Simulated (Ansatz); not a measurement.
One geometry of [MnS4]- (MnS₄⁻), several levels of theory.

```yaml
crystal:
  periodic: [false, false, false]
  atoms:
    - {symbol: Mn, position_ang: [0.000173, 0.000511, 0.000078]}
    - {symbol: S, position_ang: [0.010008, -0.016293, 2.029290]}
    - {symbol: S, position_ang: [1.909913, 0.008682, -0.685944]}
    - {symbol: S, position_ang: [-0.964788, 1.660126, -0.657454]}
    - {symbol: S, position_ang: [-0.955314, -1.653025, -0.685981]}
basis:
  gaussian: {orbitals: def2-TZVPD, initial_orbitals: start.molden}
total_charge: -1
correlation: {method: mp2}
scf: {omitted_lower_state_checks: [starts]}
output: {orbitals: {seedname: orbitals}}
```

The file start.molden holds the orbitals of an earlier run on this structure, at another level or in another basis.

```sh
$ ansatz run in.yaml --threads 4 --pin off --events-out ev --progress --plain --max-ram 3916MiB
```

It prints (some lines left out):

```
Functional definition: HF
1520 factors; integrals over basis functions are off by at most 5.9e-4 eV
mean field evaluation 1: about -74545.8555 eV, gradient 4.8e1 eV
mean field evaluation 2: about -74547.7227 eV, gradient 4.0e0 eV
mean field evaluation 4: about -74548.4781 eV, gradient 6.1e-1 eV
mean field evaluation 8: about -74549.3208 eV, gradient 1.5e-3 eV
mean field -74549.32079155 eV, -2739.6370077451 hartree, gradient 5.9e-6 eV, S^2 0.000000; 0 other end points of the search recorded, 0 dependent functions left out; unrestricted orbitals would lower it
mean field evaluation 16: about -74550.0157 eV, gradient 2.2e0 eV
mean field evaluation 32: about -74554.6654 eV, gradient 3.0e0 eV
unrestricted determinant -74554.80576207 eV, -2739.8385766937 hartree, S^2 3.3304
25 core orbitals not correlated: weight in the atoms' cores, before any rotation towards them, 1.000 or more for the frozen orbitals, at most 0.000 for the correlated occupied ones
reference -74549.32079155 eV, -2739.6370077451 hartree; 20, 20 occupied and 187, 187 virtual orbitals, 1520 factors
second order -44.05294196 eV of doubles, -0.00000000 eV of singles
Total energy: -74593.37373351 eV, -2741.2559235019 hartree
Checks for a lower state left out: starts
```

Run time 51 s (4 threads of Arm Neoverse V1 on a shared host), peak host memory 1.1 GiB.

As the first input, with `hamiltonian: {xc: {name: wB97X-V}}` and without the key `correlation` (abridged; 51 s):

```
Functional definition: wB97X-V
mean field -74653.55992187 eV, -2743.4677251282 hartree, gradient 1.6e-5 eV, S^2 0.000000
Total energy: -74653.55991859 eV, -2743.4677250076 hartree
Checks for a lower state left out: starts
```

As the first input, with `hamiltonian: {xc: r2scan, dispersion: d4}` and without the key `correlation` (abridged; 9 s):

```
Functional definition: r2SCAN
mean field -74664.65866492 eV, -2743.8755964126 hartree, gradient 2.0e-5 eV, S^2 0.000000
Total energy: -74664.72971899 eV, -2743.8782076014 hartree
Checks for a lower state left out: starts
```

First input, but with `hamiltonian: {xc: {name: BLYP}, dispersion: d4}` and without the key `correlation` (abridged; 4.2 s):

```
Functional definition: BLYP
mean field -74670.58870206 eV, -2744.0935212578 hartree, gradient 3.9e-5 eV, S^2 0.000000
Total energy: -74671.31306348 eV, -2744.1201410490 hartree
Checks for a lower state left out: starts
```

As the first input, with `hamiltonian: {xc: {name: BHLYP}, dispersion: d4}` and without the key `correlation` (abridged; 9 s):

```
Functional definition: BHLYP
mean field -74660.63744515 eV, -2743.7278193114 hartree, gradient 7.3e-5 eV, S^2 0.000000
Total energy: -74661.17550520 eV, -2743.7475926537 hartree
Checks for a lower state left out: starts
```

First input, but with `gaussian: {orbitals: 6-31G}`, `hamiltonian: {xc: {name: B3LYP}, dispersion: d4}` and without the key `correlation` (abridged; 1.6 s):

```
Functional definition: B3LYP
mean field -74660.07635847 eV, -2743.7071997564 hartree, gradient 2.8e-5 eV, S^2 0.000000
Total energy: -74660.64622122 eV, -2743.7281418263 hartree
Checks for a lower state left out: starts
```

First input, but with `hamiltonian: {xc: {name: B2PLYP}}` and without the key `correlation`, `output` (abridged; 10 s):

```
Functional definition: B2PLYP
mean field -74632.03472214 eV, -2742.6766886286 hartree, gradient 7.6e-6 eV, S^2 0.000000
25 core orbitals not correlated: weight in the atoms' cores, before any rotation towards them, 1.000 or more for the frozen orbitals, at most 0.000 for the correlated occupied ones
second order -73.80781726 eV of doubles, -0.00000000 eV of singles
Total energy: -74651.96300676 eV, -2743.4090395806 hartree
Checks for a lower state left out: starts
```

Geometry: r2SCAN-D4/def2-SVPD.

The 6-31G sets use Cartesian d functions. B3LYP takes the VWN-RPA correlation. Correlated methods freeze 25 core orbitals; core or outer-core shells of Mn are correlated, in sets that lack core-valence functions. At MP2/def2-TZVPD the restricted singlet (for correlated methods, its reference) is unstable: a solution with broken spin symmetry lies lower. The restricted singlet is unstable towards broken spin symmetry in Hartree–Fock (as tested in another run); at ωB97X-V/def2-TZVPD, r2SCAN-D4/def2-TZVPD, BLYP-D4/def2-TZVPD, BHLYP-D4/def2-TZVPD and others this wasn't settled. The order of the spin states hangs on the level: the triplet lies 0.10 eV below the singlet at PBE0-D4/def2-TZVPD, but 0.36 eV above it at r2SCAN-D4/def2-TZVPD. The singlet is doubtful at PBE0-D4/def2-TZVPD (restricted singlet with a triplet 0.10 eV lower at the same geometry). The triplet is doubtful at PBE0-D4/def2-TZVPD (⟨S²⟩ 2.73, where a pure state has 2.00).
